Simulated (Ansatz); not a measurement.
Isolated molecules relaxed with PBE0-D4/def2-TZVP in Ansatz; ΔE leaves out vibrations. CCSD(T)/CBS is the MP2 limit (def2-TZVPP, def2-QZVPP) plus CCSD(T) − MP2 in def2-TZVPP, frozen cores. This one scheme is used for every species. DFT in def2-TZVPP. B3LYP here is the variant with VWN-RPA as its local correlation; programs differ in this. Each species was taken in one conformer, which may not be the lowest.

`FCOC(F)[SiH3]` → `FCOCF` + `[SiH2]`  (silylene formation by 1,1-elimination)

`FCOC(F)[SiH3]`:

Z-matrix (Å, degrees):
```
C
O 1 1.383
F 1 1.374 2 110.3
H 1 1.090 2 106.9 3 -117.7
H 1 1.094 2 111.7 3 119.4
C 2 1.389 1 115.0 3 -73.6
F 6 1.392 2 109.3 1 -74.1
Si 6 1.911 2 108.5 1 166.5
H 6 1.097 2 110.6 1 42.0
H 8 1.482 6 108.6 2 56.5
H 8 1.484 6 108.0 2 176.6
H 8 1.484 6 108.4 2 -64.1
```

`FCOCF`:

Z-matrix (Å, degrees):
```
C
O 1 1.381
F 1 1.375 2 110.4
H 1 1.090 2 107.0 3 117.6
H 1 1.094 2 111.9 3 -119.5
C 2 1.381 1 114.8 3 74.0
F 6 1.375 2 110.4 1 74.0
H 6 1.094 2 111.9 1 -45.5
H 6 1.090 2 107.0 1 -168.4
```

`[SiH2]`:

```xyz
3

Si    0.478    0.515    0.115
H    -1.044    0.436    0.186
H     0.566   -0.951   -0.300
```

| level | ΔE (kcal/mol) | difference from CCSD(T)/CBS |
| --- | --- | --- |
| PBE-D4 | 50.9 | 1.4 |
| r2SCAN-D4 | 54.3 | 4.8 |
| PBE0-D4 | 51.8 | 2.3 |
| B3LYP-D4 | 48.8 | -0.7 |
| ωB97X-V | 52.2 | 2.7 |
| ωB97M-V | 48.9 | -0.6 |
| B2PLYP | 48.2 | -1.3 |
| PBE | 49.1 | -0.4 |
| r2SCAN | 53.8 | 4.3 |
| PBE0 | 50.2 | 0.7 |
| B3LYP | 45.9 | -3.6 |
| HF/def2-TZVPP | 43.5 | -6.0 |
| MP2/def2-TZVPP | 51.6 | 2.1 |
| SCS-MP2/def2-TZVPP | 49.1 | -0.4 |
| CCSD/def2-TZVPP | 46.3 | -3.2 |
| CCSD(T)/def2-TZVPP | 47.5 | -2.0 |
| HF/def2-QZVPP | 43.7 | -5.8 |
| MP2/def2-QZVPP | 52.8 | 3.3 |
| SCS-MP2/def2-QZVPP | 50.3 | 0.8 |
| HF/CBS(def2) | 43.7 | -5.8 |
| MP2/CBS(def2) | 53.6 | 4.1 |
| CCSD/CBS(def2) | 48.2 | -1.3 |
| CCSD(T)/CBS | 49.5 | 0 |

Largest T1 diagnostic among the species: 0.014.

The D4 term adds +2.9 kcal/mol with B3LYP and +1.6 kcal/mol with PBE0; it sums over pairs of atoms, weighted by their polarisabilities, and B3LYP, whose exchange is more repulsive, gets the larger term. In def2-TZVPP, CCSD(T) changes the Hartree–Fock value by +4.0 kcal/mol (the triples alone add +1.3 kcal/mol) and MP2 by +8.2 kcal/mol.
